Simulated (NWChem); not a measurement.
Molecule: C3H5ClSi; SMILES C=C=C[SiH2]Cl

```xyz
10

C     -0.2133    -3.2328    -0.4737
C     -0.2773    -2.0764     0.1319
C     -0.3185    -0.9040     0.7185
Si     0.7246     0.5073     0.1001
Cl    -0.4755     2.0593    -0.6174
H      0.5110    -3.9885    -0.1786
H     -0.8875    -3.4806    -1.2904
H     -0.9659    -0.7620     1.5861
H      1.5846     0.0420    -1.0110
H      1.5390     1.0908     1.1940
```
Atoms are numbered in this order, from 1.

Results from NWChem. Pople sets run with spherical d functions. Coordinates come from a B3LYP/6-31G* (spherical d) optimisation. Absolute isotropic GIAO shieldings of the H sites, static isolated molecule.

| row | σ, Hartree-Fock/6-31G* (ppm) | σ, B3LYP/6-311G** (ppm) |
|---|---|---|
| H10 | 27.45 | 26.41 |
| H9 | 27.54 | 26.64 |
| H8 | 27.82 | withheld |
| H7 | 27.98 | 27.22 |
| H6 | 28.05 | 27.28 |

Question: Fit a straight line of the last column on the one before it, predict the withheld value, and compare with the run.

Answer: 
1. Means of the 4 shown rows: x = 27.755, y = 26.887. Slope Σ(x − x̄)(y − ȳ)/Σ(x − x̄)² = 0.3895/0.2769 = 1.406; intercept -12.136.
2. The shown rows scatter about the line by 0.039 (root mean square); the largest residual is +0.05, at H9.
3. At x = 27.82 (H8; inside the shown range) the line gives 26.98.
4. The run gives 26.74, -0.24 from the line, 6.1 times the scatter.
